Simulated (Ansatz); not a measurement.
One change: `O=C[SiH]([SiH3])[SiH3]` becomes `C=C[SiH]([SiH3])[SiH3]`.

Ansatz, PBE0-D4/def2-TZVP geometries, multiplicity 1. Each molecule was computed in one conformer, which needn't be the lowest.

| property | `O=C[SiH]([SiH3])[SiH3]` |
| --- | --- |
| HOMO–LUMO gap (B3LYP/def2-TZVPP) / eV | 4.86 |
| size of the dipole moment (PBE/def2-TZVPP) / D | 1.84 |
| HOMO energy (PBE/def2-TZVPP) / eV | -5.65 |
| size of the dipole moment (ωB97M-V/def2-TZVPP) / D | 2.06 |
| HOMO–LUMO gap (PBE/def2-TZVPP) / eV | 2.81 |
| LUMO energy (PBE0/def2-TZVPP) / eV | -1.76 |

What does the change do to each property? (Estimate.)

Ansatz gave: 
```csv
property,`C=C[SiH]([SiH3])[SiH3]`,shift
HOMO–LUMO gap (B3LYP/def2-TZVPP) / eV,6.24,1.38
size of the dipole moment (PBE/def2-TZVPP) / D,0.86,-0.98
HOMO energy (PBE/def2-TZVPP) / eV,-6.37,-0.72
size of the dipole moment (ωB97M-V/def2-TZVPP) / D,0.91,-1.15
HOMO–LUMO gap (PBE/def2-TZVPP) / eV,4.68,1.87
LUMO energy (PBE0/def2-TZVPP) / eV,-0.74,1.02
```

With PBE0 the HOMO falls by 0.31 eV and the LUMO rises by 1.02 eV, so the gap widens by about 1.33 eV. PBE moves the HOMO by -0.72 eV and ωB97M-V by -0.03 eV. Dipoles are sizes alone; their direction can turn.

B3LYP here is the variant with VWN-RPA as its local correlation; programs differ in this.
